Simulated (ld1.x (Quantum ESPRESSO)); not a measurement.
**thallium: TM pseudisation with revPBE, fully relativistic reference atom.**

- Element: Tl (Z = 81)
- Generator: ld1.x (Quantum ESPRESSO) 7.5
- Type: norm-conserving Troullier–Martins (Kleinman–Bylander form)
- Functional: revPBE
- Relativity: fully relativistic
- Frozen core: [Xe] 4f14
- Valence charge: 13
- Reference configuration: 5d10 6s2 6p1
- Partial waves: 6p (bound): rc 2.55 bohr; 5d (bound): rc 2.15 bohr; 6s (bound): rc 2.05 bohr
- Local potential: the s channel
- Core correction: Bessel-smoothed model core inside 2.10 bohr

Open shells are filled in proportion to 2j + 1 (rel_dist='average').

All-electron outer shells of the reference configuration (revPBE, scalar-relativistic, ld1.x):

```json
{"shell": "4f", "level (eV)": "-113.97", "outermost node (bohr)": "–", "outermost maximum (bohr)": "0.36"}
{"shell": "5p", "level (eV)": "-76.06", "outermost node (bohr)": "0.50", "outermost maximum (bohr)": "0.91"}
{"shell": "5d", "level (eV)": "-15.46", "outermost node (bohr)": "0.53", "outermost maximum (bohr)": "1.11"}
{"shell": "6s", "level (eV)": "-9.48", "outermost node (bohr)": "1.05", "outermost maximum (bohr)": "2.08"}
{"shell": "6p", "level (eV)": "-2.29", "outermost node (bohr)": "1.23", "outermost maximum (bohr)": "2.91"}
```

Results:

- Cutoffs needed: 45 Ry and 70 Ry (the cutoffs (Ry, on a coarse ladder) from which the occupation-weighted sum of valence levels, in a spherical-Bessel basis at the reference potential, stays within 10 and 1 mRy of its value at 400 Ry)
- Ghost test: no extra level below or beside the all-electron valence levels (p1/2, p3/2, d3/2, d5/2, s, f tested) (spherical-Bessel basis up to 400 Ry, 20 bohr box)
- Largest excitation error: -175 meV (all-electron minus pseudo) for 5d9 6s0 6p0, out of 7 test configurations

Generation and tests took about 3.3 s on one core of a shared server CPU.
